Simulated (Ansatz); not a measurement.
Ansatz (an electronic-structure program) input (B3LYP-D3(BJ)/def2-TZVP):

Ansatz 0.2 input:
```yaml
crystal:
  periodic: [false, false, false]
  atoms:
    - {symbol: Li, position_ang: [-1.42138161, -0.80654358, -1.22134333]}
    - {symbol: C, position_ang: [0.10875327, 0.05385860, 0.07841483]}
    - {symbol: H, position_ang: [0.71109598, -0.67461828, 0.68004974]}
    - {symbol: H, position_ang: [-0.27467027, 0.76448567, 0.85640867]}
    - {symbol: H, position_ang: [0.89530833, 0.65758264, -0.44466490]}
basis:
  gaussian:
    orbitals: def2-TZVP
hamiltonian:
  xc: b3lyp
  dispersion: d3bj
total_charge: -1
magnetization: {spin_polarized: true, initial_magnetization: 1}
relax: {f_tol: 0.002, max_steps: 150}
```

End of the output:

```
these checks for a lower state are left out or cut short: starts, cluster_reference, orbital_swaps, neighbouring_geometries, increment
integrals: 0.01 GiB planned
441 factors; their error is unknown
mean field: 0.15 GiB planned
mean field evaluation 32: about -1290.5985 eV, gradient 7.0e-5 eV
mean field -1290.59847009 eV, -47.4286189766 hartree, gradient 5.4e-6 eV, S^2 0.750677; 0 other end points of the search recorded, 0 dependent functions left out
the calculation of the forces begins
reference -1290.59869025 eV, -47.4286270676 hartree; 7, 6 occupied and 56, 57 virtual orbitals, 441 factors
relax step   4: F+E_penalty+E_count = -1290.68128149 eV  Δ(F+E_penalty+E_count) = -2.572e-4 eV  max|allowed force component| = 9.390e-3 eV/Å  Δτ_max = 0.0039 Å  (30 SCF iters, accepted)
these checks for a lower state are left out or cut short: starts, cluster_reference, orbital_swaps, neighbouring_geometries, increment
integrals: 0.01 GiB planned
441 factors; their error is unknown
mean field: 0.15 GiB planned
mean field -1290.59848022 eV, -47.4286193491 hartree, gradient 1.4e-5 eV, S^2 0.750682; 0 other end points of the search recorded, 0 dependent functions left out
the calculation of the forces begins
reference -1290.59870039 eV, -47.4286274401 hartree; 7, 6 occupied and 56, 57 virtual orbitals, 441 factors
relax step   5: F+E_penalty+E_count = -1290.68129334 eV  Δ(F+E_penalty+E_count) = -1.185e-5 eV  max|allowed force component| = 5.471e-5 eV/Å  Δτ_max = 0.0010 Å  (22 SCF iters, accepted)
integrals: 0.01 GiB planned
441 factors; their error is unknown
mean field: 0.15 GiB planned
mean field -1290.59848022 eV, -47.4286193491 hartree, gradient 1.4e-5 eV, S^2 0.750682; 1 other end points of the search recorded, 0 dependent functions left out
the calculation of the forces begins
reference -1290.59870039 eV, -47.4286274401 hartree; 7, 6 occupied and 56, 57 virtual orbitals, 441 factors
Total energy: -1290.68151351 eV, -47.4316707662 hartree
Atom 0 at    -1.325100    -0.757514    -1.140137 Å, force    -0.000013    -0.000005    -0.000011 eV/Å
Atom 1 at     0.111083     0.060010     0.080972 Å, force     0.000049    -0.000034     0.000041 eV/Å
Atom 2 at     0.674347    -0.699627     0.649213 Å, force    -0.000034     0.000055    -0.000033 eV/Å
Atom 3 at    -0.307360     0.750019     0.833302 Å, force     0.000007    -0.000008    -0.000007 eV/Å
Atom 4 at     0.866137     0.641877    -0.474484 Å, force    -0.000010    -0.000008     0.000010 eV/Å
Dipole moment:     0.874584     0.497846     0.743612 e Å
```
